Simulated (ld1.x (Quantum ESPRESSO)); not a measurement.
Varying the TM potential for platinum

Base potential:

- Element: Pt (Z = 78)
- Generator: ld1.x (Quantum ESPRESSO) 7.5
- Type: norm-conserving Troullier–Martins (Kleinman–Bylander form)
- Functional: PBE
- Relativity: scalar-relativistic
- Frozen core: [Xe] 4f14
- Valence charge: 10
- Reference configuration: 5d9 6s0.5 6p0.5
- Partial waves: 6s (bound): rc 2.15 bohr; 6p (bound): rc 2.95 bohr; 5d (bound): rc 1.30 bohr; 5f channel at 0.05 Ry: rc 2.85 bohr
- Local potential: all-electron potential smoothed inside 2.25 bohr (lloc = -2)
- Core correction: none

All-electron outer shells of the reference configuration (PBE, scalar-relativistic, ld1.x):

```json
{"shell": "4f", "level (eV)": "-71.15", "outermost node (bohr)": "–", "outermost maximum (bohr)": "0.38"}
{"shell": "5p", "level (eV)": "-57.12", "outermost node (bohr)": "0.53", "outermost maximum (bohr)": "0.98"}
{"shell": "5d", "level (eV)": "-7.20", "outermost node (bohr)": "0.57", "outermost maximum (bohr)": "1.26"}
{"shell": "6s", "level (eV)": "-6.46", "outermost node (bohr)": "1.14", "outermost maximum (bohr)": "2.35"}
{"shell": "6p", "level (eV)": "-1.40", "outermost node (bohr)": "1.36", "outermost maximum (bohr)": "3.55"}
```

Cutoffs, loose and tight: the cutoffs (Ry, on a coarse ladder) from which the occupation-weighted sum of valence levels, in a spherical-Bessel basis at the reference potential, stays within 10 and 1 mRy of its value at 400 Ry. They do not see the model core or the augmentation charge, which bear on the density cutoff. Test errors are all-electron minus pseudo excitation energies from the reference, over the configurations 5d9 6s1 6p0; 5d9 6s0 6p0; 5d8 6s0 6p0; 5d8 6s2 6p0; 5d8 6s1 6p1; 5d9.5 6s0.5 6p0; 5d7 6s0 6p0. A dash means not determined; rows that change the core or the reference have their own tests. The largest error is taken over the tests solved by every variant that gives reliable tests at all: 5d7 6s0 6p0; 5d8 6s0 6p0; 5d8 6s1 6p1; 5d8 6s2 6p0; 5d9 6s0 6p0; 5d9 6s1 6p0.

A true bound ghost makes a file unfit for plane-wave use even where its test errors are small: the radial tests pick states by their node count and pass the ghost by. Where a test does run into it, the solver fails or the error is huge.

```tsv
change	outcome	cutoff, loose	cutoff, tight	bound ghosts	largest test error (meV)
base	generated	50 Ry	80 Ry	none	-98
all radii scaled by about 0.75 (s 1.62, p 2.22, d 0.98, f 2.14 bohr); local potential all-electron potential smoothed inside 1.70 bohr (lloc = -2)	generated	180 Ry	over 300 Ry	s	-80
all radii scaled by about 0.82 (s 1.76, p 2.40, d 1.06, f 2.32 bohr); local potential all-electron potential smoothed inside 1.84 bohr (lloc = -2)	generated	140 Ry	230 Ry	none	-46
all radii scaled by about 0.93 (s 2.00, p 2.76, d 1.22, f 2.66 bohr); local potential all-electron potential smoothed inside 2.10 bohr (lloc = -2)	generated	40 Ry	70 Ry	none	-70
all radii scaled by about 0.97 (s 2.08, p 2.86, d 1.26, f 2.76 bohr); local potential all-electron potential smoothed inside 2.18 bohr (lloc = -2)	generated	45 Ry	80 Ry	none	-77
all radii scaled by about 1.09 (s 2.34, p 3.20, d 1.40, f 3.10 bohr); local potential all-electron potential smoothed inside 2.44 bohr (lloc = -2)	generated	40 Ry	80 Ry	none	-141
all radii scaled by about 1.14 (s 2.46, p 3.36, d 1.48, f 3.24 bohr); local potential all-electron potential smoothed inside 2.56 bohr (lloc = -2)	generated	40 Ry	70 Ry	none	-179
all radii scaled by about 1.22 (s 2.62, p 3.58, d 1.58, f 3.46 bohr); local potential all-electron potential smoothed inside 2.74 bohr (lloc = -2)	generated	40 Ry	70 Ry	none	-250
all radii scaled by about 1.30 (s 2.80, p 3.84, d 1.68, f 3.70 bohr); local potential all-electron potential smoothed inside 2.92 bohr (lloc = -2)	generated	40 Ry	60 Ry	none	-313
all radii scaled by about 1.39 (s 2.98, p 4.10, d 1.80, f 3.96 bohr); local potential all-electron potential smoothed inside 3.12 bohr (lloc = -2)	generated	40 Ry	50 Ry	none	-422
```

Reading the sweep of the scale of all radii (base = 1) (base included, trends over the rows without a ghost): The loose cutoff is not monotonic: lowest 40 Ry at 0.93, highest 140 Ry at 0.82. The median size of the test errors (rows with all tests solved) is not monotonic: lowest 7.9 meV at 0.97, highest 38.7 meV at 1.22. Bound ghosts are found at 0.75.
